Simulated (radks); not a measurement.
The holmium ion Ho46+, 21 electrons, occupied as [Ar] 3d3. Method: scalar-relativistic Kohn-Sham, r2SCAN, spin-polarised, spherical densities, finite nucleus; open shells are filled with parallel spins first (spin-orbit coupling, left out, can overturn this in heavy ions); meta-GGA in the generalised Kohn-Sham scheme; Fermi nuclear charge, rms radius 5.2022 fm; computed with a radial shooting solver on a logarithmic mesh with Libxc functionals.

Unscreened Slater integrals over Kohn-Sham orbitals (eV). They are taken over the spin-up orbitals. Empty in this configuration: 4s.

| integral | value |
|---|---|
| F0(3d,3d) | 130.02 |
| F2(3d,3d) | 67.200 |
| F4(3d,3d) | 43.470 |
| F0(3d,3p) | 120.45 |
| F2(3d,3p) | 57.893 |
| G1(3d,3p) | 61.458 |
| G3(3d,3p) | 41.254 |
| F0(3d,3s) | 119.12 |
| G2(3d,3s) | 47.056 |
| F0(3d,2p) | 164.64 |
| F2(3d,2p) | 49.842 |
| G1(3d,2p) | 46.721 |
| G3(3d,2p) | 26.926 |
| F0(3d,4s) | 73.394 |
| G2(3d,4s) | 7.0025 |
| F0(3p,3p) | 114.91 |
| F2(3p,3p) | 57.630 |
| F0(3p,3s) | 113.64 |
| G1(3p,3s) | 73.809 |
| F0(3p,2p) | 152.35 |
| F2(3p,2p) | 38.546 |
| G0(3p,2p) | 15.399 |
| G2(3p,2p) | 16.964 |
| F0(3p,4s) | 71.878 |
| G1(3p,4s) | 7.5194 |
| F0(3s,3s) | 112.68 |
| F0(3s,2p) | 147.66 |
| G1(3s,2p) | 15.155 |
| F0(3s,4s) | 71.578 |
| G0(3s,4s) | 5.7519 |
| F0(2p,2p) | 320.03 |
| F2(2p,2p) | 151.56 |
| F0(2p,4s) | 82.598 |
| G1(2p,4s) | 4.5947 |
| F0(4s,4s) | 58.532 |

Derived for the open shells (J is the average intra-shell exchange parameter used in DFT+U). 3d: Racah B = F2/49 - 5 F4/441 = 0.8786 eV, C = 35 F4/441 = 3.450 eV, C/B = 3.93, F4/F2 = 0.647, J = (F2 + F4)/14 = 7.905 eV.
